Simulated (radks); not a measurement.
The gadolinium ion Gd+ inside a hard spherical wall (all orbitals vanish at R), configuration held at [Xe] 4f7 5d1 6s1 and not refilled when levels cross. All-electron calculation, scalar-relativistic Kohn-Sham, PBEsol, spin-unpolarised, spherical densities, point nucleus. Program: a radial shooting solver on a logarithmic mesh with Libxc functionals. Eigenvalues in eV, with the zero of energy where the potential of the charges vanishes at infinity; a dash marks a level that is unbound or too diffuse for the functional's potential to be trusted. A positive occupied level is held by the wall or, in an anion where self-interaction has pushed it up, behind a barrier. The pressure on the wall is -dE/dV.

R (bohr)  E (hartree)  kinetic (hartree)    e(5p)    e(4f)   e(6s)   e(5d)  e(6p, empty)  e(7s, empty)  pressure (GPa)
free      -11267.0306          12098.683  -33.626  -15.085  -9.297  -8.434        -5.709             -               0
20        -11267.0306          12098.683  -33.626  -15.085  -9.297  -8.434        -5.709             -        < 0.0001
15        -11267.0306          12098.683  -33.626  -15.085  -9.297  -8.434        -5.708        -2.753        < 0.0001
12        -11267.0306          12098.683  -33.624  -15.083  -9.296  -8.433        -5.698        -2.403        0.000394
8         -11267.0269          12098.717  -33.463  -14.917  -9.126  -8.289        -5.224         1.240           0.167
7         -11267.0181          12098.777  -33.215  -14.659  -8.801  -8.055        -4.535         4.495           0.714
5         -11266.8984          12099.355  -31.607  -12.905  -5.425  -6.198         1.126        23.610            14.8
